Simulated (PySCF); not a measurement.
GeOBr, SMILES [Ge]([Br])=[O], multiplicity 2.

Geometry: PBE-D3(BJ)/def2-TZVP.

Computed with PBE-D3(BJ)/def2-TZVP run with PySCF 2.14.0.

Frequencies are harmonic and unscaled.

```
mode  ν (cm⁻¹)  IR (km/mol)  moving atoms (share of kinetic energy)
----  --------  -----------  --------------------------------------
1          136          6.4                O 68 %, Ge 18 %, Br 14 %
2          258         30.2                        Ge 52 %, Br 45 %
3          841         21.1                         O 82 %, Ge 18 %
```
